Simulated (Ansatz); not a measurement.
Correlation energies of C2HCl3Si (`C#C[Si](Cl)(Cl)Cl`) by basis set

Cartesian coordinates in Å:
```
C -1.0422 1.3220 1.1326
C -0.4233 0.5371 0.4604
Si 0.5009 -0.6354 -0.5443
Cl 1.4595 0.3488 -2.0339
Cl -0.7687 -1.9938 -1.3499
Cl 1.8640 -1.5957 0.6073
H -1.5901 2.0170 1.7278
```

The species carries charge 0 and has multiplicity 1. Geometry: relaxed with PBE0-D4/def2-TZVP. Frozen core, restricted reference, the Gaussian-basis code of Ansatz. CBS rows extrapolate triple and quadruple zeta; past MP2 they add the triple-zeta difference.

```tsv
basis	HF (Eh)	MP2 corr.	CCSD corr.	(T)	CCSD(T) total
def2-SVP	-1743.27120	-0.72856	-0.77444	-0.02437	-1744.07001
def2-TZVPP	-1743.94223	-0.97111	-1.02195	-0.05016	-1745.01434
def2-QZVPP	-1743.99221	-1.05947	–	–	–
CBS(def2)	-1743.99910	-1.12491	-1.17574	as TZ	-1745.22500
```
